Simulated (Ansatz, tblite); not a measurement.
Cost and result up the ladder for pyrene, `c1cc2ccc3cccc4ccc(c1)c2c34` (26 atoms). Charge 0, multiplicity 1. Geometry: r2SCAN-D4/def2-SVP.

Cartesian coordinates in Å:
```
C -3.516 -0.008 0.297
C -2.927 0.234 -0.946
C -1.527 0.242 -1.090
C -0.886 0.487 -2.350
C 0.477 0.490 -2.465
C 1.322 0.249 -1.330
C 2.726 0.247 -1.423
C 3.516 0.009 -0.296
C 2.927 -0.233 0.946
C 1.527 -0.242 1.090
C 0.886 -0.487 2.350
C -0.477 -0.490 2.465
C -1.322 -0.249 1.330
C -2.726 -0.247 1.423
C -0.710 -0.002 0.060
C 0.710 0.002 -0.060
H -4.606 -0.011 0.389
H -3.552 0.421 -1.825
H -1.515 0.672 -3.226
H 0.950 0.678 -3.434
H 3.194 0.436 -2.394
H 4.606 0.012 -0.389
H 3.552 -0.419 1.825
H 1.515 -0.673 3.225
H -0.950 -0.679 3.433
H -3.194 -0.436 2.394
```

Ansatz on 4 threads of AMD EPYC 7R43 on a shared host; xTB runs through tblite on one thread. Times are rough, summed over both states, and most runs start from the orbitals of an earlier one. PBE0-D4/def2-SVP serves as the yardstick here, not as an exact answer. The other state is a doublet.

The xTB rows come from tblite.

Raw xTB energies of ions are shifted by several eV.

```json
{"level": "GFN2-xTB", "functions": "74", "wall time": "0.045 s", "vertical IE (eV)": "12.14", "difference from PBE0-D4/def2-SVP (eV)": "4.86"}
{"level": "GFN1-xTB", "functions": "84", "wall time": "0.051 s", "vertical IE (eV)": "13.07", "difference from PBE0-D4/def2-SVP (eV)": "5.79"}
{"level": "PBE-D4/def2-SVP", "functions": "274", "wall time": "15 s", "vertical IE (eV)": "7.17", "difference from PBE0-D4/def2-SVP (eV)": "-0.11"}
{"level": "PBE0-D4/def2-SVP", "functions": "274", "wall time": "35 s", "vertical IE (eV)": "7.28", "difference from PBE0-D4/def2-SVP (eV)": "0.00"}
```
